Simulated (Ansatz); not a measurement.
`C[SiH](F)[SiH2]Cl` + `OB(S)S` → `COB(S)S` + `F[SiH2][SiH2]Cl`  (substitution at a C–Si bond)

Gas-phase electronic energies from Ansatz, PBE0-D4/def2-TZVP geometries. CBS: MP2 limit from def2 TZ/QZ plus the TZ coupled-cluster correction, frozen cores. This one scheme is used for every species. Functionals use def2-TZVPP. Each species was taken in one conformer, which may not be the lowest.

(1) Is it downhill or uphill in electronic energy at CCSD(T)/CBS, and by how much? (An estimate is asked.)

(2) What do these levels give: PBE-D4, HF/def2-TZVPP, MP2/def2-TZVPP, HF/def2-QZVPP, MP2/CBS(def2), CCSD/CBS(def2)? (Best estimate.)

Largest T1 diagnostic among the species: 0.013.

Results:

(1) The calculation gave: Uphill: ΔE = +1.04 eV.

(2) Ansatz gave: PBE-D4 1.04, HF/def2-TZVPP 0.91, MP2/def2-TZVPP 1.07, HF/def2-QZVPP 0.91, MP2/CBS(def2) 1.10, CCSD/CBS(def2) 1.04 eV.

In def2-TZVPP, CCSD(T) changes the Hartree–Fock value by +0.10 eV (the triples alone add +0.00 eV) and MP2 by +0.16 eV.
